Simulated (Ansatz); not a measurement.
Start from `[OH][In]([Cl])[O][SiH3]` and change one atom or group to get `[OH][In]([SH])[Cl]`.

Ansatz, PBE0-D4/def2-TZVP geometries, multiplicity 1. Each molecule was computed in one conformer, which needn't be the lowest.

Elements past krypton have def2 core potentials.

| property | `[OH][In]([Cl])[O][SiH3]` |
| --- | --- |
| LUMO energy (ωB97M-V/def2-TZVPP) / eV | -0.53 |
| HOMO energy (PBE/def2-TZVPP) / eV | -7.25 |
| HOMO energy (PBE0/def2-TZVPP) / eV | -8.72 |
| HOMO–LUMO gap (ωB97M-V/def2-TZVPP) / eV | 10.51 |
| LUMO energy (B3LYP/def2-TZVPP) / eV | -2.79 |
| size of the dipole moment (PBE/def2-TZVPP) / D | 1.30 |

Task: Give the same properties after the change, and the shifts. (An estimate is asked.)

Result: Ansatz gave: 
| property | `[OH][In]([SH])[Cl]` | shift |
| --- | --- | --- |
| LUMO energy (ωB97M-V/def2-TZVPP) / eV | -0.22 | 0.31 |
| HOMO energy (PBE/def2-TZVPP) / eV | -6.84 | 0.41 |
| HOMO energy (PBE0/def2-TZVPP) / eV | -8.10 | 0.62 |
| HOMO–LUMO gap (ωB97M-V/def2-TZVPP) / eV | 10.08 | -0.43 |
| LUMO energy (B3LYP/def2-TZVPP) / eV | -2.44 | 0.35 |
| size of the dipole moment (PBE/def2-TZVPP) / D | 0.28 | -1.02 |

With PBE0 the HOMO rises by 0.62 eV and the LUMO rises by 0.33 eV, so the gap narrows by about 0.29 eV. PBE moves the HOMO by 0.41 eV and ωB97M-V by 0.74 eV. Dipoles are sizes alone; their direction can turn.

B3LYP here is the variant with VWN-RPA as its local correlation; programs differ in this.
